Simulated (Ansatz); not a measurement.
TeAu₂. Charge 0, multiplicity 1. Geometry PBE0-D4/def2-TZVP, basis def2-TZVP, Ansatz.

```xyz
3

Au    1.680   -0.645   -0.335
Au   -0.875    1.226    1.040
Te   -0.805   -0.581   -0.705
```

| run | HOMO (eV) | LUMO (eV) |
| --- | --- | --- |
| A | -5.07 | -3.79 |
| B | -5.90 | -2.97 |
| C | -4.99 | -3.68 |
| D | -6.62 | -2.20 |
| E | -7.49 | -0.11 |
| F | -6.01 | -2.86 |

In the def2 sets Au, Te take a core potential; there is no spin–orbit coupling. The structure comes from a short search, and lower isomers may exist.

The runs used BHLYP, HF, PBE, PBE0, r2SCAN0, revPBE. Estimate which is which.

A PBE (0 % exact exchange); B PBE0 (25 % exact exchange); C revPBE (0 % exact exchange); D BHLYP (50 % exact exchange); E HF (100 % exact exchange); F r2SCAN0 (25 % exact exchange). Exact exchange lowers occupied and raises empty levels; among semilocal functionals meta-GGAs tend to open the gap a little, and such runs are hard to tell apart. The gap grows from 1.28 eV (PBE) to 7.38 eV (HF).
